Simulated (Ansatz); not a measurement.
Geometry optimisation of (KSH)2 ring (K₂H₂S₂).

```yaml
crystal:
  periodic: [false, false, false]
  atoms:
    - {symbol: K, position_ang: [0.930940, -1.589830, 1.068310]}
    - {symbol: S, position_ang: [-1.954730, -0.871920, 0.477260]}
    - {symbol: K, position_ang: [-0.970830, 1.379220, -1.305140]}
    - {symbol: S, position_ang: [1.839570, 0.246350, -1.167620]}
    - {symbol: H, position_ang: [-2.472070, -0.331820, 1.567490]}
    - {symbol: H, position_ang: [2.627110, 1.168000, -0.640300]}
basis:
  gaussian: {orbitals: def2-SVP}
hamiltonian: {xc: pbe0, dispersion: d4}
scf: {omitted_lower_state_checks: [starts]}
output: {orbitals: {seedname: orbitals}}
relax: {f_tol: 0.02, max_steps: 100}
```

```sh
$ ansatz run in.yaml --threads 4 --pin off --events-out ev --progress --plain --max-ram 3916MiB
```

It prints (some lines left out):

```
Functional definition: PBE0
mean field -54328.80053617 eV, -1996.5465943206 hartree, gradient 8.2e-6 eV, S^2 0.000000; 0 other end points of the search recorded, 0 dependent functions left out
relax step   1: F+E_penalty+E_count = -54328.92307774 eV  Δ(F+E_penalty+E_count) = +0.000e0 eV  max|allowed force component| = 6.702e-1 eV/Å  Δτ_max = 0.0000 Å  (23 SCF iters, accepted)
mean field -54328.84674427 eV, -1996.5482924370 hartree, gradient 2.4e-5 eV, S^2 0.000000; 0 other end points of the search recorded, 0 dependent functions left out
relax step   2: F+E_penalty+E_count = -54328.96528866 eV  Δ(F+E_penalty+E_count) = -4.221e-2 eV  max|allowed force component| = 2.075e-1 eV/Å  Δτ_max = 0.1777 Å  (27 SCF iters, accepted)
mean field -54328.85608391 eV, -1996.5486356625 hartree, gradient 2.2e-5 eV, S^2 0.000000; 0 other end points of the search recorded, 0 dependent functions left out
relax step   3: F+E_penalty+E_count = -54328.97592871 eV  Δ(F+E_penalty+E_count) = -1.064e-2 eV  max|allowed force component| = 5.545e-2 eV/Å  Δτ_max = 0.0652 Å  (27 SCF iters, accepted)
mean field -54328.85884883 eV, -1996.5487372715 hartree, gradient 2.4e-5 eV, S^2 0.000000; 0 other end points of the search recorded, 0 dependent functions left out
relax step   4: F+E_penalty+E_count = -54328.97939674 eV  Δ(F+E_penalty+E_count) = -3.468e-3 eV  max|allowed force component| = 1.339e-1 eV/Å  Δτ_max = 0.0890 Å  (27 SCF iters, accepted)
mean field -54328.86120110 eV, -1996.5488237155 hartree, gradient 2.3e-5 eV, S^2 0.000000; 0 other end points of the search recorded, 0 dependent functions left out
relax step   5: F+E_penalty+E_count = -54328.98178911 eV  Δ(F+E_penalty+E_count) = -2.392e-3 eV  max|allowed force component| = 1.265e-1 eV/Å  Δτ_max = 0.0523 Å  (27 SCF iters, accepted)
mean field -54328.86472509 eV, -1996.5489532198 hartree, gradient 2.5e-5 eV, S^2 0.000000; 0 other end points of the search recorded, 0 dependent functions left out
relax step   6: F+E_penalty+E_count = -54328.98529233 eV  Δ(F+E_penalty+E_count) = -3.503e-3 eV  max|allowed force component| = 1.591e-1 eV/Å  Δτ_max = 0.1121 Å  (27 SCF iters, accepted)
mean field -54328.86626154 eV, -1996.5490096834 hartree, gradient 2.3e-5 eV, S^2 0.000000; 0 other end points of the search recorded, 0 dependent functions left out
relax step   7: F+E_penalty+E_count = -54328.98686539 eV  Δ(F+E_penalty+E_count) = -1.573e-3 eV  max|allowed force component| = 1.110e-1 eV/Å  Δτ_max = 0.0424 Å  (27 SCF iters, accepted)
mean field -54328.86568135 eV, -1996.5489883619 hartree, gradient 2.1e-5 eV, S^2 0.000000; 0 other end points of the search recorded, 0 dependent functions left out
relax step   8: F+E_penalty+E_count = -54328.98616858 eV  Δ(F+E_penalty+E_count) = +6.968e-4 eV  max|allowed force component| = 3.277e-2 eV/Å  Δτ_max = 0.0557 Å  (28 SCF iters, rejected (line search))
mean field -54328.86727340 eV, -1996.5490468685 hartree, gradient 2.2e-5 eV, S^2 0.000000; 0 other end points of the search recorded, 0 dependent functions left out
relax step   9: F+E_penalty+E_count = -54328.98804810 eV  Δ(F+E_penalty+E_count) = -1.183e-3 eV  max|allowed force component| = 6.664e-3 eV/Å  Δτ_max = 0.0275 Å  (27 SCF iters, accepted)
mean field -54328.86767525 eV, -1996.5490616364 hartree, gradient 2.2e-5 eV, S^2 0.000000; 0 other end points of the search recorded, 0 dependent functions left out
relax step  10: F+E_penalty+E_count = -54328.98837693 eV  Δ(F+E_penalty+E_count) = -3.288e-4 eV  max|allowed force component| = 6.612e-3 eV/Å  Δτ_max = 0.0309 Å  (27 SCF iters, accepted)
mean field -54328.86722126 eV, -1996.5490449526 hartree, gradient 2.3e-5 eV, S^2 0.000000; 0 other end points of the search recorded, 0 dependent functions left out
relax step  11: F+E_penalty+E_count = -54328.98837517 eV  Δ(F+E_penalty+E_count) = +1.760e-6 eV  max|allowed force component| = 5.807e-2 eV/Å  Δτ_max = 0.0717 Å  (27 SCF iters, rejected (line search))
mean field -54328.86765246 eV, -1996.5490607988 hartree, gradient 2.2e-5 eV, S^2 0.000000; 0 other end points of the search recorded, 0 dependent functions left out
relax step  12: F+E_penalty+E_count = -54328.98860659 eV  Δ(F+E_penalty+E_count) = -2.297e-4 eV  max|allowed force component| = 7.342e-3 eV/Å  Δτ_max = 0.0350 Å  (27 SCF iters, accepted)
mean field -54328.86765246 eV, -1996.5490607988 hartree, gradient 2.2e-5 eV, S^2 0.000000; 0 other end points of the search recorded, 0 dependent functions left out
Total energy: -54328.98871115 eV, -1996.5535096234 hartree
Atom 0 at     0.842438    -1.676396     0.805739 Å, force     0.000059    -0.000166     0.000005 eV/Å
Atom 1 at    -2.066119    -0.892391     0.539128 Å, force    -0.000904     0.004997     0.006964 eV/Å
Atom 2 at    -0.945584     1.115790    -1.424824 Å, force    -0.000082     0.000025    -0.000145 eV/Å
Atom 3 at     1.955536     0.291359    -1.202849 Å, force     0.002948     0.006125     0.005303 eV/Å
Atom 4 at    -2.154746    -0.084876     1.621020 Å, force     0.001937    -0.004620    -0.007342 eV/Å
Atom 5 at     2.368465     1.246515    -0.338214 Å, force    -0.003957    -0.006361    -0.004786 eV/Å
Dipole moment:     0.031173     0.169440     0.187108 e Å
Checks for a lower state left out: starts
```

It took 23 s on 4 threads of Arm Neoverse V1 on a shared host.
